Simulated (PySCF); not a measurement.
Geometry:
```tsv
atom	x (Å)	y (Å)	z (Å)
Si1	0.168	0.278	0.343
H2	0.159	0.239	1.843
C3	1.943	0.260	-0.280
H4	2.472	-0.644	0.057
H5	2.499	1.138	0.085
H6	1.970	0.278	-1.381
C7	-0.702	1.835	-0.257
H8	-0.164	2.740	0.069
H9	-1.730	1.888	0.132
H10	-0.754	1.852	-1.357
C11	-0.747	-1.245	-0.255
C12	-1.277	-2.168	0.557
H13	-0.859	-1.396	-1.338
H14	-1.206	-2.082	1.648
H15	-1.806	-3.050	0.178
```

Geometry: PBE0-D3(BJ)/def2-SVP; GIAO shifts from PySCF 2.14, gas phase, non-relativistic, averaged over equivalent atoms.

At PBE0/pcSseg-1 (142 basis functions, 17 s wall time on 1 thread of an Arm Neoverse V2, shared host):
```csv
atoms,δ (ppm)
Si1,-11.7
H13,6.31
H14/H15,6.23
H2,4.30
H4/H5/H6/H8/H9/H10,0.17
C11,146.6
C12,143.2
C3/C7,-2.1
```

Scale: 29Si (σ = 351.99 ppm), 1H (σ = 31.27 ppm), 13C (σ = 184.41 ppm) against TMS (reference shieldings calculated alike).

Problem. What do these become at B3LYP/pcSseg-1?

Solution. 
```csv
atoms,δ at B3LYP/pcSseg-1,change
Si1,-12.1,-0.4
H13,6.20,-0.11
H14/H15,6.09,-0.14
H2,4.20,-0.10
H4/H5/H6/H8/H9/H10,0.16,-0.01
C11,147.5,+0.9
C12,142.0,-1.2
C3/C7,-2.0,+0.1
```

Chemical shifts δ = σref − σ; TMS for 29Si (337.86 ppm), 1H (31.38 ppm), 13C (179.24 ppm), all at this level.

The largest change is at C12 (carbon bonded to C, 2 H). Cost: 142 basis functions, 12 s wall time on 1 thread of an Arm Neoverse V2, shared host. The order of the carbon signals is the same at both levels.
